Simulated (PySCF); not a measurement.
**Simulated absorption spectrum**

C3H11B2N.
SMILES: `B(NBC)(C)C`

The calculation used PySCF 2.14.0, density-fitted response routines, TDDFT wB97X-D/def2-SVPD, vertical, gas phase, core orbitals frozen in the response. Isolated species at its PBE0-D3(BJ)/def2-SVP geometry (one conformer only). Torsions of this conformer, `[CH3:1][BH:2][NH:3][B:4]([CH3:5])[CH3:6]`: C1–B2–N3–B4 -179°, B2–N3–B4–C5 180°.

Broadening: Gaussians 0.3 eV wide at half height, area fixed by f = 4.319×10⁻⁹ ∫ε dν̃. The width is an assumption, not a result. The curve ends short of the highest state used, and states not computed would add to its high-energy end.

λ (nm), ε (L mol⁻¹ cm⁻¹) and a bar:
```
    142.6        771 #
    144.9       1300 #
    147.3       3502 ###
    149.6       6003 #####
    151.9       4296 ####
    154.3       2067 ##
    156.6       1558 #
    159.0        837 #
    161.3        469 
    163.7       2756 ##
    166.0      12580 ###########
    168.4      29622 #########################
    170.7      35104 ##############################
    173.0      23133 ####################
    175.4       8416 #######
    177.7       1930 ##
    180.1        278 
    182.4         61 
    184.8         37 
    187.1         22 
    189.5          9 
    191.8          3 
    194.1          1 
    196.5          0
```

Task: Locate the maxima and give the states behind the curve.

Result: 170 nm (7.28 eV), ε about 36000, made up of S3 (100%); 150 nm (8.27 eV), ε about 6000, made up of S5 (25%) and S6 (74%) (ε in L mol⁻¹ cm⁻¹; maxima over ε = 5, shares over 10%). The states used: S1 6.76 eV (f 0.0004); S2 6.93 eV (f 0.0000); S3 7.29 eV (f 0.396); S4 7.93 eV (f 0.016); S5 8.26 eV (f 0.017); S6 8.28 eV (f 0.049); S7 8.61 eV (f 0.0092); S8 8.83 eV (f 0.0015); S9 9.28 eV (f 0.027); S10 9.30 eV (f 0.0055).

Task: Coming from long wavelengths, where does ε first pass 100 L mol⁻¹ cm⁻¹?

Result: At about 181 nm (6.83 eV), 0.07 eV above S1.

Task: What would ε be at 7.28 eV, the highest of these maxima, with half the width (0.15 eV)?

Result: About 71000 L mol⁻¹ cm⁻¹ against 35600, a factor of about 1.99; a lone state at its own centre would give exactly 2.

Task: On this curve, what absorbance would a 10⁻⁴ mol/L sample give at 193 nm over a 1 cm path?

Result: 193 nm is 6.424 eV, where ε is about 1.2 L mol⁻¹ cm⁻¹, so A = ε c l ≈ 0.00012 (Beer–Lambert, with the gas-phase spectrum and the assumed width).
